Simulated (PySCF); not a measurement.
**Atomic charges against the basis set**

Species: C3H5ClF2O.
Atom-mapped SMILES: `[F:1][CH2:2][O:3][CH2:4][C@H:5]([F:6])[Cl:7]` (hydrogens: H8, H9 on C2; H10, H11 on C4; H12 on C5)

Geometry (PBE0-D3(BJ)/def2-SVP, Å), atoms numbered from 1 in this order:
```
atom  x, y, z in Å
F1    -2.2748   -0.5967    1.1089
C2    -1.6162    0.4404    0.5057
O3    -0.8116   -0.0211   -0.5074
C4     0.3128   -0.7505   -0.1065
C5     1.5251    0.1078    0.1904
F6     1.3258    0.8466    1.3139
Cl7    1.8947    1.1992   -1.1609
H8    -2.3565    1.1072    0.0389
H9    -1.0449    0.9670    1.2888
H10    0.5719   -1.4357   -0.9270
H11    0.0991   -1.3607    0.7891
H12    2.4145   -0.5233    0.3446
```

PBE0 throughout (PySCF), one geometry, spherical d and f functions. The structure is a single PBE0-D3(BJ)/def2-SVP conformer in the gas phase; no vibrational or solvent corrections. The first 7 of 12 kinds of atom are listed.

Mulliken charges (e):

| basis | functions | F1 | C2 | O3 | C4 | C5 | F6 | Cl7 |
| --- | --- | --- | --- | --- | --- | --- | --- | --- |
| STO-3G | 44 | -0.116 | +0.059 | -0.212 | -0.052 | +0.066 | -0.077 | -0.153 |
| 6-31G | 77 | -0.338 | +0.203 | -0.489 | -0.104 | -0.096 | -0.296 | +0.084 |
| pcSseg-0 | 77 | -0.388 | +0.259 | -0.665 | -0.107 | -0.081 | -0.337 | +0.018 |
| 6-31G* | 112 | -0.340 | +0.233 | -0.452 | -0.131 | +0.070 | -0.300 | -0.029 |
| cc-pVDZ | 127 | -0.243 | +0.304 | -0.296 | +0.116 | +0.110 | -0.191 | -0.092 |
| def2-SVP | 127 | -0.277 | +0.378 | -0.377 | +0.161 | +0.186 | -0.224 | -0.133 |
| aug-cc-pVDZ | 210 | -0.429 | +1.161 | -0.564 | +0.803 | +0.581 | -0.472 | -0.116 |
| 6-311+G(2d,p) | 227 | -0.298 | +0.135 | -0.220 | -0.370 | +0.100 | -0.195 | +0.021 |
| def2-TZVP | 253 | -0.223 | +0.119 | -0.258 | -0.088 | +0.132 | -0.188 | -0.116 |
| cc-pVTZ | 284 | -0.220 | +0.214 | -0.238 | -0.028 | +0.168 | -0.185 | -0.134 |
| IGLO-III | 304 | -0.261 | +0.120 | -0.257 | -0.068 | +0.007 | -0.234 | +0.042 |
| pcSseg-2 | 329 | -0.294 | +0.429 | -0.404 | +0.112 | +0.310 | -0.270 | -0.138 |

IAO charges (e):

| basis | functions | F1 | C2 | O3 | C4 | C5 | F6 | Cl7 |
| --- | --- | --- | --- | --- | --- | --- | --- | --- |
| STO-3G | 44 | -0.149 | +0.022 | -0.217 | -0.154 | +0.005 | -0.106 | -0.083 |
| 6-31G | 77 | -0.309 | +0.158 | -0.350 | -0.111 | +0.120 | -0.274 | -0.075 |
| pcSseg-0 | 77 | -0.302 | +0.174 | -0.354 | -0.104 | +0.114 | -0.264 | -0.077 |
| 6-31G* | 112 | -0.320 | +0.220 | -0.368 | -0.078 | +0.164 | -0.285 | -0.086 |
| cc-pVDZ | 127 | -0.322 | +0.217 | -0.365 | -0.078 | +0.169 | -0.288 | -0.088 |
| def2-SVP | 127 | -0.323 | +0.222 | -0.365 | -0.074 | +0.170 | -0.291 | -0.080 |
| aug-cc-pVDZ | 210 | -0.338 | +0.218 | -0.373 | -0.080 | +0.171 | -0.301 | -0.086 |
| 6-311+G(2d,p) | 227 | -0.338 | +0.216 | -0.374 | -0.081 | +0.166 | -0.302 | -0.081 |
| def2-TZVP | 253 | -0.338 | +0.223 | -0.375 | -0.079 | +0.170 | -0.302 | -0.080 |
| cc-pVTZ | 284 | -0.335 | +0.221 | -0.374 | -0.080 | +0.172 | -0.300 | -0.084 |
| IGLO-III | 304 | -0.339 | +0.219 | -0.375 | -0.081 | +0.165 | -0.303 | -0.076 |
| pcSseg-2 | 329 | -0.339 | +0.222 | -0.375 | -0.080 | +0.169 | -0.302 | -0.081 |

Hirshfeld charges (e):

```tsv
basis	functions	F1	C2	O3	C4	C5	F6	Cl7
STO-3G	44	-0.089	+0.136	-0.146	+0.058	+0.167	-0.047	-0.194
6-31G	77	-0.139	+0.102	-0.156	+0.009	+0.102	-0.102	-0.082
pcSseg-0	77	-0.131	+0.095	-0.139	+0.002	+0.100	-0.096	-0.069
6-31G*	112	-0.127	+0.096	-0.141	+0.008	+0.102	-0.088	-0.095
cc-pVDZ	127	-0.118	+0.083	-0.122	-0.009	+0.087	-0.077	-0.075
def2-SVP	127	-0.123	+0.086	-0.130	-0.010	+0.090	-0.088	-0.060
aug-cc-pVDZ	210	-0.125	+0.080	-0.140	-0.019	+0.076	-0.090	-0.048
6-311+G(2d,p)	227	-0.129	+0.085	-0.142	-0.014	+0.076	-0.093	-0.050
def2-TZVP	253	-0.124	+0.082	-0.137	-0.015	+0.079	-0.090	-0.054
cc-pVTZ	284	-0.121	+0.081	-0.132	-0.015	+0.081	-0.085	-0.062
IGLO-III	304	-0.124	+0.079	-0.141	-0.021	+0.075	-0.093	-0.035
pcSseg-2	329	-0.124	+0.079	-0.139	-0.018	+0.078	-0.091	-0.049
```

Question: Which scheme is steadiest as the basis changes?

Answer: Largest range over the bases for any column: Hirshfeld 0.16 e, IAO 0.20 e, Mulliken 1.17 e. Hirshfeld charges move least and Mulliken charges most, counted in e. Without the minimal STO-3G basis the ranges are Hirshfeld 0.06, IAO 0.06, Mulliken 1.17 e.

Question: How much do the charges still move between the two largest bases, IGLO-III and pcSseg-2?

Answer: At most, over all atoms: Mulliken 0.309 e, IAO 0.005 e, Hirshfeld 0.014 e.

Question: What do the same runs give for the total energy, the frontier levels and the dipole moment?

Answer: 
```
        basis  energy (Eh)  HOMO (eV)  LUMO (eV)  μ (D)
       STO-3G    -841.5528      -4.97       4.31   2.19
        6-31G    -851.7019      -8.47       0.73   1.76
     pcSseg-0    -850.4041      -8.52       0.86   1.83
       6-31G*    -851.8273      -8.31       0.85   1.48
      cc-pVDZ    -851.8836      -8.33       0.93   1.36
     def2-SVP    -851.4176      -8.40       1.17   1.40
  aug-cc-pVDZ    -851.9226      -8.59      -0.18   1.36
6-311+G(2d,p)    -851.9996      -8.61       0.09   1.36
    def2-TZVP    -852.0391      -8.55       0.61   1.34
      cc-pVTZ    -852.0274      -8.50       0.63   1.35
     IGLO-III    -852.0417      -8.55       0.50   1.31
     pcSseg-2    -852.0467      -8.61       0.33   1.39
```

The dipole is fixed by the density alone, so its range of 0.88 D shows that the density itself changes with the basis, not only its division among atoms.
